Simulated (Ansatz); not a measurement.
Program: Ansatz. Geometries: PBE0-D4/def2-TZVP. ΔE: electronic, gas phase. CCSD(T)/CBS is the MP2 limit (def2-TZVPP, def2-QZVPP) plus CCSD(T) − MP2 in def2-TZVPP, frozen cores. This one scheme is used for every species. DFT in def2-TZVPP. Triplets are unrestricted, without spin–orbit coupling. For Ga outer-core shells are correlated without core-valence functions, which leaves a few kJ/mol of doubt a bond. Scalar relativity is left out up to krypton.

Consider the formal loss of a carbene: `[CH3][Ga]([CH3])[SiH3]` → `[CH2]` (triplet) + `[CH3][GaH][SiH3]`.

`[CH3][Ga]([CH3])[SiH3]`:

Z-matrix (Å, degrees):
```
C
Ga 1 1.975
H 1 1.093 2 110.5
H 1 1.094 2 109.8 3 117.4
H 1 1.091 2 112.5 3 -121.9
C 2 1.975 1 120.6 3 128.9
Si 2 2.426 1 119.3 3 -53.6
H 6 1.092 2 111.9 1 -23.8
H 6 1.096 2 108.8 1 94.9
H 6 1.092 2 112.0 1 -146.9
H 7 1.494 2 109.9 1 -88.6
H 7 1.491 2 112.9 1 152.3
H 7 1.491 2 112.9 1 30.3
```

`[CH2]` (triplet):

```xyz
3

C    -0.244    0.119    0.047
H    -0.111   -0.791    0.612
H     0.356    0.672   -0.659
```

`[CH3][GaH][SiH3]`:

Z-matrix (Å, degrees):
```
C
Ga 1 1.971
H 1 1.094 2 109.2
H 1 1.090 2 113.1 3 120.9
H 1 1.093 2 110.1 3 -116.9
Si 2 2.419 1 120.8 3 -114.8
H 2 1.578 1 118.1 3 64.8
H 6 1.492 2 110.2 1 -59.4
H 6 1.492 2 110.2 1 58.1
H 6 1.489 2 114.2 1 179.3
```

| level | ΔE (kJ/mol) |
| --- | --- |
| PBE-D4 | 475.8 |
| BLYP-D4 | 461.8 |
| B2PLYP | 460.8 |
| PBE | 469.6 |
| PBE0 | 460.7 |
| HF/def2-TZVPP | 314.2 |
| CCSD(T)/def2-TZVPP | 460.7 |
| CCSD/CBS(def2) | 460.7 |

Problem. What does CCSD(T)/CBS give? (Best estimate.)

Solution. Ansatz gave: +472.9 kJ/mol. The listed levels differ from it by 2.9, -11.1, -12.1, -3.3, -12.2, -158.7, -12.2, -12.2 kJ/mol.

Largest T1 diagnostic among the species: 0.012.

From r2SCAN to r2SCAN0 (25 % exact exchange), in def2-TZVPP and without D4, ΔE moves by −5.1 kJ/mol. Leaving LDA and LC-ωPBE aside and taking each functional with its dispersion term where it has one, the values, not all of them listed here, spread over 34.2 kJ/mol, from r2SCAN0-D4 to ωB97X-V. LDA lies +68.6 kJ/mol from PBE without D4. The D4 term adds +9.8 kJ/mol with B3LYP and +5.5 kJ/mol with PBE0; it sums over pairs of atoms, weighted by their polarisabilities, and B3LYP, whose exchange is more repulsive, gets the larger term.

CCSD(T)/CBS has its own doubt, a few kJ/mol and more with outer-core shells, so smaller differences from it don't rank the levels.

B3LYP here is the variant with VWN-RPA as its local correlation; programs differ in this.
